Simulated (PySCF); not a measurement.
Compound: C4H8BFO2.
Structure used (PBE0-D3(BJ)/def2-SVP), in Å, numbered top down from 1:
```xyz
16
C4H8BFO2 angstrom
O      2.1640   -0.5763   -1.2764
B      1.5148   -0.0008   -0.2293
O      2.0238    1.1345    0.3169
C      0.1865   -0.7108    0.2756
C     -0.9351   -0.7335   -0.7999
C     -1.5417    0.5178   -0.1327
C     -0.7638    0.1402    1.1207
F     -0.2105    1.1877    1.8501
H      2.9567   -0.0783   -1.5069
H      1.4571    1.4558    1.0317
H      0.4637   -1.6895    0.7024
H     -1.5904   -1.6119   -0.7027
H     -0.6218   -0.6475   -1.8495
H     -2.6342    0.6202   -0.0634
H     -1.1194    1.4400   -0.5614
H     -1.3581   -0.4535    1.8336
```

Level of theory: TDDFT PBE0/def2-SVPD, vertical, gas phase, core orbitals frozen in the response (PySCF 2.14.0, density-fitted response routines).

Kohn–Sham orbitals with the atoms that hold most of them (Löwdin shares over 4%, at most four atoms; ? is withheld):

```tsv
orbital	ε (eV)	atoms
HOMO-3	-9.36	C4 21%, C5 15%, F8 14%, C7 12%
HOMO-2	-9.27	O1 40%, O3 39%, B2 8%
HOMO-1	-9.03	?
HOMO	-8.58	C4 20%, B2 12%, O3 11%, C5 11%
LUMO	?	?
LUMO+1	0.65	B2 11%, H16 11%, O1 10%, C7 9%
LUMO+2	0.91	O3 13%, F8 12%, C7 10%, C5 9%
```

**Question.** Give the leading atoms of the LUMO.

**Answer.** B2 (bonded to C and 2 O) 41%; O1 (bonded to B and H) 13%; H9 (bonded to O) 8%; O3 (bonded to B and H) 8%. By element: boron 41%, oxygen 21%, hydrogen 8% or more.

**Question.** Give the leading atoms of the HOMO-1.

**Answer.** C6 (bonded to 2 C and 2 H) 20%; C4 (bonded to B, 2 C and H) 19%; C7 (bonded to 2 C, F and H) 15%; C5 (bonded to 2 C and 2 H) 11%.

**Question.** What is the LUMO energy, and the HOMO–LUMO gap?

**Answer.** ε(LUMO) = 0.27 eV; the gap is 8.85 eV (0.3251 hartree).

**Question.** The HOMO–LUMO gap is 8.85 eV. Where does the response calculation put the lowest singlet, and from which orbitals?

**Answer.** S1 is at 7.76 eV (f = 0.0033), 1.09 eV below the gap, made of HOMO→LUMO (76%), HOMO→LUMO+1 (20%). 

Next come S2 at 8.02 eV (f 0.054), HOMO→LUMO+1 (64%), HOMO→LUMO (21%); S3 at 8.20 eV (f 0.0031), HOMO→LUMO+2 (30%), HOMO-1→LUMO (30%), HOMO-2→LUMO (17%); S4 at 8.24 eV (f 0.012), HOMO-2→LUMO (65%), HOMO→LUMO+2 (13%); S5 at 8.27 eV (f 0.0099), HOMO-1→LUMO (43%), HOMO→LUMO+2 (40%), HOMO-1→LUMO+1 (9%).

The run took 7.2 min wall on an Arm Neoverse N1 with one thread, shared host with 64 logical CPUs at a one-minute load of 24, and the process peaked at 1.0 GiB of memory.

One conformer stands for the species.

Without π bonds the low states are Rydberg-like; a valence basis with one diffuse set may place them up to an eV too high.
